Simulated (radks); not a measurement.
Values are calculated unless marked as measured or tabulated.
Ionisation of the chromium ion Cr+, [Ar] 3d5, to Cr2+, [Ar] 3d4, under several functionals. Dirac Kohn-Sham, spin-unpolarised, spherical densities, point nucleus; open shells are shared between the two j in proportion to 2j + 1; a radial shooting solver on a logarithmic mesh with Libxc functionals.

| functional | E(Cr+) (hartree) | Exc (hartree) | IE (eV) | -e(HOMO) (eV) | <r> HOMO (bohr) | IE error (eV) |
|---|---|---|---|---|---|---|
| exchange-only LDA | -1046.27410 | -44.39904 | 14.986 | 8.924 | 1.442 | -1.500 |
| PBE | -1050.28956 | -48.51775 | 16.052 | 9.843 | 1.419 | -0.434 |
| XLYP | -1050.79728 | -49.02465 | 16.135 | 9.934 | 1.428 | -0.352 |
| SOGGA | -1049.04981 | -47.25458 | 15.895 | 9.690 | 1.416 | -0.591 |
| Wu-Cohen GGA | -1049.90639 | -48.13367 | 16.016 | 9.799 | 1.413 | -0.470 |
| exchange-only B88 | -1049.53628 | -47.73271 | 15.139 | 9.059 | 1.442 | -1.347 |

NIST Atomic Spectra Database: 16.486 eV (measured). Closest: XLYP. The Delta-SCF values span 1.15 eV, the total energies 4.52 hartree. The highest occupied level is 3d5/2. Spin polarisation and multiplet splitting are left out, so open shells lie too high by an amount that depends on their filling.

Beside tabulated values, note that spin-unpolarised runs miss the spin-polarisation part of the exchange energy of open shells.
